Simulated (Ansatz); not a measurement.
Reactions of `N=[CH][GeH2][SH]`.

Computed with Ansatz on PBE0-D4/def2-TZVP structures; ΔE is electronic, products minus reactants. CCSD(T)/CBS is the MP2 limit (def2-TZVPP, def2-QZVPP) plus CCSD(T) − MP2 in def2-TZVPP, frozen cores. This one scheme is used for every species, atoms too. Functionals use def2-TZVPP. Open shells (•) are unrestricted, without spin–orbit coupling. Spin–orbit coupling would lower the free atoms: a little for C, S; clearly for Ge. For Ge outer-core shells are correlated without core-valence functions, so the limit isn't a true one: a few kJ/mol of doubt a bond, and 10 to 20 or more in all where bonds break to atoms. Scalar relativity is left out up to krypton. One conformer a species, not always the lowest.

| reaction | r2SCAN-D4 (kcal/mol) | MP2/CBS(def2) (kcal/mol) |
| --- | --- | --- |
| `N=[CH][GeH2][SH]` + `O[SiH3]` → `[SiH3][O][GeH2][SH]` + `C=N` | -15.5 | -15.5 |
| `N=[CH][GeH2][SH]` → C• + Ge• + 5 H• + N• + S• | 697.8 | 704.3 |
| `N=[CH][GeH2][SH]` + H₂O → `[OH][GeH2][SH]` + `C=N` | -12.4 | -10.8 |
| `N=[CH][GeH2][SH]` + H–F → `[F][GeH2][SH]` + `C=N` | -20.3 | -16.9 |
| `N=[CH][GeH2][SH]` + `NBCl` → `N=CNBCl` + `[SH][GeH3]` | 2.0 | 4.5 |
| `N=[CH][GeH2][SH]` + `NCS` → `N=CNCS` + `[SH][GeH3]` | -15.4 | -12.2 |
| `N=[CH][GeH2][SH]` + PH₃ → `[PH2][GeH2][SH]` + `C=N` | -11.1 | -10.9 |
| `N=[CH][GeH2][SH]` → `C[S][Ge][NH2]` | -35.4 | -37.6 |
| `N=[CH][GeH2][SH]` + CH₄ → `[CH3][GeH2][CH]=N` + H₂S | 16.2 | 15.8 |
| `N=[CH][GeH2][SH]` → `C=N` + `[SH][GeH]` | 20.9 | 22.7 |

Task: Give the CCSD(T)/CBS values in the same order. (Estimate.)

Result: Ansatz gave: -15.6, 699.0, -11.0, -17.6, 4.6, -10.9, -10.5, -34.9, 14.9, 19.4 kcal/mol.

Largest T1 diagnostic: 0.015, for `[SH][GeH]`.
